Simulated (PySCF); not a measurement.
## Unknown compound

The spectra below were simulated for a compound C6H9N.

$^{1}$H NMR (500 MHz, computed): δ 8.36 (s, 1H), 6.66 (m, 1H), 5.61 (m, 1H), 5.59 (m, 1H), 5.57 (br s, 1H), 5.14 (br s, 1H), 3.70 (s, 3H).

$^{13}$C{$^{1}$H} NMR (computed): δ 166.0 (CH), 148.0 (C), 144.6 (CH), 125.7 (CH2), 125.3 (CH2), 43.7 (CH3).

[PySCF 2.14: GFN2-xTB structure; GIAO PBE0/pcSseg-1 shieldings; relativity neglected; averaged over atoms made equivalent by symmetry, fast rotation or ring inversion; one computed conformer; no solvent]

δ = σ(ref) − σ, references computed at the same level: $^{1}$H (31.72 ppm) and $^{13}$C (186.93 ppm) against TMS.

**Question.** Deduce the structure.

**Answer.** 
The formula gives 3 degrees of unsaturation (no ring in the answer). 6 carbon signals for 6 carbons: no two carbons are equivalent. Carbon types of the structure: 1 × C, 2 × CH, 2 × CH2, 1 × CH3, which accounts for all hydrogens. δC 166.0: C=N carbon. δC 148.0: fully substituted alkene carbon; the olefinic region. δC 144.6: alkene CH; as expected for a trigonal carbon in a double bond. δC 125.7, 125.3: terminal =CH2 carbon; an sp2 carbon of a C=C bond. δH 6.66: hydrogen on an alkene CH; olefinic region. δH 5.61, 5.59, 5.57, 5.14: hydrogen on a terminal =CH2 carbon; a vinylic proton, deshielded by the sp2 carbon and the C=C anisotropy. δH 3.70: hydrogen on a methyl carbon bonded to N; its carbon carries N, hence the downfield position.

These data were computed for SMILES C=CC(=C)/C=N\C.

The shifts were computed for this structure.

Shifts are as computed. Against solution values, carbons near 30 ppm lie about +3 ppm off and those near 130 ppm about +5 ppm. Of 1211 compounds with measured shifts, 218 miss one by over three times the rms of a fit or turn the order of signals round; such compounds aren't used in these exercises. No couplings were computed; multiplicities are counted from neighbouring protons, with m where these are inequivalent, close in shift, in a saturated or five-membered ring or joined by F or P, and br s for small geminal =CH2 splittings.
